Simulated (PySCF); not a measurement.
Mg(Br)(iPr) (C₃H₇BrMg), SMILES C[CH](C)[Mg][Br]. Geometry optimised at B3LYP-D3(BJ)/def2-SVP. The values are those of a single conformer.

**Question.** Give the equilibrium geometry at B3LYP-D3(BJ)/def2-SVP (PySCF confirms it by a frequency run) as bond lengths and angles, and its point group. (The exact figures need the calculation; the answer reports its results.)

**Answer.** This is not unique; one that fits is point group Cs.
Atoms: Mg1 Br2 C3 C4 C5 H6 H7 H8 H9 H10 H11 H12. Bonds (Å): Mg1–Br2 2.370, Mg1–C3 2.116, C3–C4 1.536, C3–C5 1.536, C3–H6 1.107, C4–H7 1.108, C4–H8 1.105, C4–H9 1.103, C5–H10 1.103, C5–H11 1.108, C5–H12 1.105. Angles (°): Br2–Mg1–C3 180.0, Mg1–C3–C4 112.3, Mg1–C3–C5 112.3, Mg1–C3–H6 105.0, C4–C3–C5 111.2, C4–C3–H6 107.9, C5–C3–H6 107.9, C3–C4–H7 111.4, C3–C4–H8 112.1, C3–C4–H9 112.7, H7–C4–H8 106.3, H7–C4–H9 106.8, H8–C4–H9 107.2, C3–C5–H10 112.7, C3–C5–H11 111.4, C3–C5–H12 112.1, H10–C5–H11 106.8, H10–C5–H12 107.2, H11–C5–H12 106.3.
